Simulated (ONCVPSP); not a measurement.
**Before and after: ONCV potential for Ag (Z = 47)**

Ag (Z = 47), optimised norm-conserving Vanderbilt (ONCV), made with ONCVPSP 4.0.1 (PW91, scalar-relativistic). Core [Kr], reference 4d10 5s0.5 (charge +0.5). Waves: 5s: rc 2.25 bohr, ncon 4, nbas 7, qcut 2.7 1/bohr, 2 projectors, debl 1.3 Ha; p scattering state at 0.28 Ha: rc 2.45 bohr, ncon 5, nbas 8, qcut 3.6 1/bohr, 2 projectors, debl 3.9 Ha; 4d: rc 1.25 bohr, ncon 4, nbas 7, qcut 9.2 1/bohr, local. Local part: the d channel. Core correction: Teter function, fcfact 2.5, rcfact 1.7.

In the p channel the program set the typed energies aside and used 0.050, 3.950 Ha.

Change: d: qcut 14.1.

Cutoffs: the cutoffs (Ha) at which the residual kinetic energy of the hardest occupied pseudo-wave falls to 1 and 0.1 mHa per electron; they do not see the model core or the augmentation charge, which bear on the density cutoff. Errors are all-electron minus pseudo energies relative to the spin-unpolarised reference configuration.

Q: Predict the effect on cutoff, ghosts and configuration errors.

A: The potential gets harder (34 Ha and 40 Ha → 38 Ha and 49 Ha); both files keep a bound ghost (s); the errors of the 4 common tests hardly move. The waves are optimised to have the least kinetic energy above qcut, so the cutoff follows it (qcut²/2 in Ha).

```tsv
quantity	base	changed
cutoff, loose	34 Ha	38 Ha
cutoff, tight	40 Ha	49 Ha
loose cutoff by channel	s 4.4 Ha, d 34 Ha	s 4.4 Ha, d 38 Ha
bound ghosts	s	s
GHOST(+) flags under 300 eV	p at 55.1 eV	p at 49.6 eV
error for 4d10 5s1, meV [ΔE -3.05 eV]	-3.3	-3.4
error for 4d10 5s0, meV [ΔE 4.78 eV]	-7.6	-8.0
error for 4d9 5s0, meV [ΔE 26.97 eV]	-87	-89
error for 4d9 5s1 5p1, meV [ΔE 5.55 eV]	-102	-101
s: phases at 2.28 bohr within 0.05 rad from the reference energy up to (Ha; the scan ends near 5)	2.8	2.8
p: phases at 2.49 bohr within 0.05 rad from the reference energy up to (Ha; the scan ends near 5)	1.7	1.5
d: phases at 1.27 bohr within 0.05 rad from the reference energy up to (Ha; the scan ends near 5)	to the end of the scan	to the end of the scan
rms error of d²Exc/dni dnj with the model core, mHa	0.72	0.75
```

 A true bound ghost makes a file unfit for plane-wave use even where its test errors are small: the radial tests pick states by their node count and pass the ghost by.
